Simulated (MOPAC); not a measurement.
MOPAC input (MNDO):

```
MNDO 1SCF GEO-OK AUX(PRECISION=9) THREADS=1
ClOY

Y     0.44514200 1    0.31542400 1   -0.24083700 1
O    -0.54121600 1    1.54806900 1   -1.13080800 1
Cl   -0.76651800 1   -1.45212400 1    1.08465400 1
```

From its output:

```
          Parameters for some elements are missing

           Empirical Formula: O Y Cl  =     3 atoms

 ******************************************************************************
 *                                                                            *
 *     Error and normal termination messages reported in this calculation     *
 *                                                                            *
 * Parameters for some elements are missing                                   *
 * JOB ENDED NORMALLY                                                         *
 *                                                                            *
 ******************************************************************************

 == MOPAC DONE ==
```

The program refused the input.

The geometry given is a B3LYP-D3(BJ)/def2-TZVP minimum.
